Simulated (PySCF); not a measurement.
Compound: C₆H₉Al.
Cartesian coordinates in Å at the PBE0-D3(BJ)/def2-SVP level; atoms count from 1:
```xyz
16
C6H9Al angstrom
C     -1.5222   -2.1871   -1.1060
C     -0.3119   -1.8065   -0.6633
Al     0.0012    0.0046   -0.0146
C      1.7656    0.5166    0.6347
C      2.7801   -0.3643    0.6614
C     -1.4509    1.3041   -0.0078
C     -1.2661    2.5516    0.4568
H     -2.3813   -1.5038   -1.1234
H     -1.7300   -3.1998   -1.4768
H      0.4726   -2.5771   -0.6929
H      1.9990    1.5265    1.0029
H      3.7849   -0.1091    1.0241
H      2.6606   -1.4003    0.3188
H     -2.4631    1.0748   -0.3722
H     -2.0636    3.3064    0.4783
H     -0.2971    2.8903    0.8460
```

Theory: TDDFT CAM-B3LYP/def2-SVPD, vertical, gas phase, core orbitals frozen in the response (PySCF 2.14.0, density-fitted response routines).

Ground-to-excited transition dipoles (e·a0, same axes as the geometry; the sign carries no meaning), for the states with f of 0.002 or more among the lowest 4:

```csv
state,E (eV),μx,μy,μz
S3,5.919,1.017,-0.900,-0.001
S4,5.922,0.831,0.939,0.527
```

Problem. Work out the oscillator strengths.

Solution. f = (2/3) ΔE |μ|² with ΔE in hartree (27.2114 eV).

| state | \|μ\|² (au) | \|μ\| (D) | f |
| --- | --- | --- | --- |
| S3 | 1.844 | 3.45 | 0.267 |
| S4 | 1.849 | 3.46 | 0.268 |

Problem. All atoms lie in one plane. Which transitions are polarised in it and which across it?

Solution. In the plane: S3 and S4. No state is polarised perpendicular to it. States polarised in the plane are symmetric under reflection in it, those polarised across it antisymmetric.

Problem. How is the summed strength of these states shared among x, y and z?

Solution. (2/3) Σ ΔE μα² gives 0.250 for x, 0.245 for y and 0.040 for z, 0.536 in all.

Problem. What peak molar absorption coefficient would the strongest computed level give as a lone Gaussian band 0.3 eV wide at half height?

Solution. ε(max) = 2.175×10⁸ f / FWHM, with the width in cm⁻¹. S3/S4 (f summed): 2.175×10⁸ × 0.5357 / 2420 ≈ 48000 L mol⁻¹ cm⁻¹.

S3/S4 coincide within about 0.01 eV; within a degenerate level the directions of the single components are arbitrary.

The vertical ionisation energy (ΔSCF) is 9.84 eV, 3.92 eV above S4.

Hardware: one thread, x86-64 server, on a shared host. Cost: 4.2 min wall.

One conformer stands for the species.
